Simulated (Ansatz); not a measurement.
The same path of BF2H + H4Si (9 atoms, charge 0, multiplicity 1) was run twice with different band settings. Lost on the way: B1–H2, Si5–H9. Made: B1–Si5, H2–H9.

These are results of Ansatz 0.2.0, RHF/def2-SVP, not measurements.

Relaxed end points:

```xyz
9
Properties=species:S:1:pos:R:3
B -0.023 1.002 -0.290
H 0.399 1.770 0.511
F 0.680 -0.031 -0.667
F -1.201 1.162 -0.824
Si 0.127 -2.940 1.290
H -0.502 -3.177 -0.029
H 1.597 -2.865 1.143
H -0.223 -4.046 2.211
H -0.378 -1.665 1.855
```

```xyz
9
Properties=species:S:1:pos:R:3
B -0.298 -0.737 -0.478
H 0.780 1.010 2.245
F 0.640 0.167 -0.621
F -1.488 -0.403 -0.912
Si 0.047 -2.573 0.369
H -0.209 -3.630 -0.641
H 1.446 -2.677 0.844
H -0.880 -2.769 1.509
H 0.439 0.823 2.884
```

Common settings: movable images 7; climbing image yes; optimiser quadratic models (default); start path through a guess of the saddle point; force threshold 0.05 eV/Å; iteration limit 60; end points relaxed.

| run | spring |
| --- | --- |
| 1 | 5.0 eV/Å² |
| 2 | 2.0 to 10.0 eV/Å², energy-weighted |

(1) What does each run give, and how far can it be trusted?

## Answers

(1) Run 1: converged after 28 iterations, highest image 3.089 eV above the first end. Neighbouring images differ by up to 2.6 eV, so the band resolves the path poorly. A vibrational analysis at the climbing image gives one clearly imaginary mode, 1566i cm⁻¹: a first-order saddle point.
Run 2: converged after 31 iterations, highest image 3.088 eV above the first end. Neighbouring images differ by up to 1.4 eV, so the band resolves the path poorly. Another band between the same ends (7 images) ends at a top of the same energy, where a vibrational analysis finds 1 clearly imaginary mode.
The orbitals stay closed-shell, which can raise the energy where a bond breaks towards radicals; this wasn't checked here.
